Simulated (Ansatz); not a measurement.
Computed with Ansatz on PBE0-D4/def2-TZVP structures; ΔE is electronic, products minus reactants. CCSD(T)/CBS is the MP2 limit (def2-TZVPP, def2-QZVPP) plus CCSD(T) − MP2 in def2-TZVPP, frozen cores. This one scheme is used for every species. Functionals use def2-TZVPP. B3LYP here is the variant with VWN-RPA as its local correlation; programs differ in this. Triplets are unrestricted, without spin–orbit coupling. Elements past krypton have def2 core potentials. For Te outer-core shells are correlated without core-valence functions, which leaves a few kJ/mol of doubt a bond. One conformer a species, not always the lowest.

Reaction (formal loss of a carbene): `CC[Te]C` → dimethyl telluride + `[CH2]` (triplet)

Question: Is it downhill or uphill in electronic energy at CCSD(T)/CBS, and by how much? (Best estimate.)

Answer: Computed: Uphill: ΔE = +434.0 kJ/mol.

Question: What do these levels give: LDA (SPW92), revPBE-D4, PBE, B3LYP, CCSD/def2-TZVPP, HF/def2-QZVPP? (An estimate is asked.)

Answer: Computed: LDA (SPW92) 505.5, revPBE-D4 425.7, PBE 431.4, B3LYP 413.3, CCSD/def2-TZVPP 410.5, HF/def2-QZVPP 282.9 kJ/mol.

Largest T1 diagnostic among the species: 0.011.

In def2-TZVPP, CCSD(T) changes the Hartree–Fock value by +139.2 kJ/mol (the triples alone add +11.6 kJ/mol) and MP2 by +153.7 kJ/mol. The D4 term adds +11.0 kJ/mol with B3LYP and +5.9 kJ/mol with PBE0; it sums over pairs of atoms, weighted by their polarisabilities, and B3LYP, whose exchange is more repulsive, gets the larger term. At CCSD(T), def2-SVP lies −16.2 kJ/mol from the extrapolated value and def2-TZVPP −11.8 kJ/mol.
